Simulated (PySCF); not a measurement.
Does the answer move with the share of exact exchange?

Species: CH₂BrCl.
SMILES with atom numbers: `[Cl:1][CH2:2][Br:3]` (hydrogens: H4, H5 on C2)

PySCF, pcSseg-2 basis, density fitting, gas phase, PBE0-D3(BJ)/def2-SVP geometry. One functional is left out:

| functional | exact exchange (%) | HOMO energy (eV) | LUMO energy (eV) | dipole moment (D) |
| --- | --- | --- | --- | --- |
| B97-D | 0 | -7.01 | -1.71 | 1.597 |
| BLYP | 0 | -6.86 | -1.67 | 1.562 |
| BP86 | 0 | -7.12 | -1.84 | 1.587 |
| LDA | 0 | -7.14 | -1.93 | 1.605 |
| OPBE | 0 | -7.04 | -1.66 | 1.566 |
| PBE | 0 | -7.01 | -1.76 | 1.566 |
| B97-2 | 21 | -8.08 | -0.83 | 1.639 |
| PBE0 | 25 | -8.34 | -0.76 | 1.642 |
| mPW1PW91 | 25 | -8.36 | -0.78 | 1.643 |
| BHandHLYP | 50 | -9.53 | 0.19 | 1.705 |

Problem. Predict the row of B3LYP (20 % exact exchange) by straight lines through the other rows, and check it.

Solution. 
```json
{"property": "HOMO energy (eV)", "line": "-8.05", "computed": "-8.09", "computed − line": "-0.04", "B97-2 (21 %), for comparison": "-8.08"}
{"property": "LUMO energy (eV)", "line": "-0.96", "computed": "-1.05", "computed − line": "-0.09", "B97-2 (21 %), for comparison": "-0.83"}
{"property": "dipole moment (D)", "line": "1.631", "computed": "1.625", "computed − line": "-0.006", "B97-2 (21 %), for comparison": "1.639"}
```

Problem. Which of these properties follows the share of exact exchange most closely, and which least?

Solution. Most closely the HOMO energy, least the dipole moment; the correlations over the tabulated rows are HOMO energy -0.996, LUMO energy 0.992, dipole moment 0.954. The HOMO energy moves by -0.507 eV for every 10 %. Functionals with the same share still differ in their other parts: at 0 % BLYP and LDA differ by 0.28 eV in it.
